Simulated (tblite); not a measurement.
C6H6O2.
Atom-mapped SMILES: `[CH:1]#[C:2]/[CH:3]=[CH:4]\[C:5](=[O:6])[O:7][CH3:8]` (hydrogens: H9 on C1; H10 on C3; H11 on C4; H12, H13, H14 on C8)

Computed with GFN2-xTB (tblite), gas phase: Langevin dynamics at 600 K from the optimised GFN2-xTB geometry, time step 0.5 fs, friction 0.01 fs⁻¹, 2000 steps. The instantaneous temperature is 2·E(kin)/(3Nk) with all 3N coordinates.

```
t (fs)  T (K)  E(pot) above start (eV)  C1≡C2 (Å)  C2–C3 (Å)  C3=C4 (Å)  C4–C5 (Å)  C5=O6 (Å)  C1–H9 (Å)  C3–C4–C5–O6 (°)
     0    465                    0.000      1.202      1.404      1.340      1.469      1.206      1.049                0
    25    433                    0.521      1.187      1.403      1.379      1.507      1.229      1.079               -8
    50    596                    0.354      1.212      1.363      1.351      1.512      1.187      1.034               -3
    75    624                    0.468      1.177      1.413      1.306      1.485      1.187      1.086               -5
   100    468                    0.685      1.202      1.452      1.327      1.487      1.258      1.039              -23
   125    465                    0.688      1.225      1.386      1.314      1.510      1.187      1.077              -18
   150    494                    0.725      1.171      1.335      1.369      1.489      1.187      1.023              -42
   175    635                    0.485      1.210      1.404      1.392      1.466      1.208      1.097              -24
   200    614                    0.665      1.229      1.479      1.342      1.471      1.174      1.045              -50
   225    659                    0.628      1.165      1.406      1.295      1.517      1.218      1.049              -37
   250    414                    0.692      1.222      1.410      1.336      1.512      1.194      1.061              -61
   275    451                    0.890      1.221      1.373      1.376      1.522      1.181      1.043              -36
   300    419                    0.896      1.186      1.418      1.346      1.434      1.245      1.083              -81
   325    521                    0.830      1.198      1.458      1.339      1.604      1.218      1.039              -68
   350    484                    1.002      1.227      1.360      1.286      1.494      1.177      1.120              -74
   375    599                    0.946      1.192      1.390      1.334      1.540      1.246      1.024              -86
   400    702                    0.682      1.206      1.397      1.375      1.502      1.207      1.081              -82
   425    740                    0.839      1.222      1.369      1.299      1.526      1.186      1.057              -62
   450    694                    0.970      1.205      1.462      1.299      1.512      1.234      1.063              -52
   475    674                    1.306      1.183      1.421      1.320      1.421      1.239      1.072              -48
   500    718                    1.126      1.234      1.373      1.437      1.535      1.149      1.029              -40
   525    545                    1.337      1.199      1.404      1.428      1.454      1.219      1.093              -81
   550    704                    0.841      1.195      1.404      1.357      1.497      1.265      1.045              -39
   575    585                    1.454      1.217      1.413      1.254      1.540      1.161      1.072              -65
   600    643                    1.259      1.209      1.406      1.290      1.521      1.208      1.076              -34
   625    796                    1.061      1.177      1.417      1.375      1.445      1.267      1.049              -48
   650    531                    1.233      1.244      1.423      1.419      1.467      1.206      1.064              -32
   675    576                    1.144      1.190      1.389      1.349      1.450      1.176      1.042              -41
   700    543                    1.003      1.201      1.443      1.343      1.444      1.203      1.053              -37
   725    501                    1.180      1.241      1.387      1.342      1.458      1.248      1.055              -44
   750    711                    1.029      1.227      1.449      1.344      1.512      1.201      1.102              -37
   775    473                    1.345      1.167      1.403      1.384      1.429      1.171      0.985              -36
   800    601                    1.454      1.237      1.454      1.390      1.498      1.258      1.113              -22
   825    738                    1.107      1.223      1.396      1.349      1.440      1.252      0.988              -15
   850    530                    1.458      1.167      1.430      1.368      1.471      1.157      1.179               23
   875    788                    0.774      1.248      1.387      1.340      1.457      1.195      0.966                9
   900    449                    1.184      1.198      1.396      1.322      1.484      1.233      1.155               -4
   925    329                    1.120      1.199      1.364      1.335      1.569      1.201      0.984               19
   950    580                    0.994      1.208      1.426      1.379      1.521      1.216      1.095               10
   975    576                    1.055      1.205      1.420      1.355      1.422      1.251      1.016               26
  1000    751                    1.141      1.228      1.449      1.406      1.458      1.201      1.075               35
```

Problem. From 500 fs on, how do temperature and potential energy compare with equipartition?

Solution. The mean temperature of these 21 frames is 603 K against the target 600 K, and the mean potential energy 1.16 eV against 36 × kT/2 = 0.93 eV for 36 classical harmonic modes. For 14 atoms in a canonical ensemble the temperature itself scatters by T·√(2/(3N)) = 131 K; here its standard deviation is 118 K. The whole run lasts only 10 friction times of 100 fs, so these averages carry a wide statistical error.

Problem. What are the kinetic and total energies of the listed frame with the highest potential energy?

Solution. The one at 850 fs, 1.458 eV above the start. Its kinetic energy is 3NkT/2 = 0.959 eV at 530 K, so the sum is 2.42 eV; over the listed frames the sum runs from 0.84 to 2.54 eV, since the thermostat adds and removes energy.

Problem. How much do the listed bonds fluctuate from 500 fs on?

Solution. 
| bond | at the start (Å) | mean (Å) | standard deviation (Å) |
| --- | --- | --- | --- |
| C1≡C2 | 1.202 | 1.210 | 0.023 |
| C2–C3 | 1.404 | 1.411 | 0.024 |
| C3=C4 | 1.340 | 1.360 | 0.043 |
| C4–C5 | 1.469 | 1.480 | 0.040 |
| C5=O6 | 1.206 | 1.211 | 0.035 |
| C1–H9 | 1.049 | 1.059 | 0.053 |

The motion is classical and holds no zero-point motion.

The cost below is that of the whole dynamics run. On Arm Neoverse V2, one thread, shared host, this took 8.6 s wall and 0.19 GiB of memory at its peak.
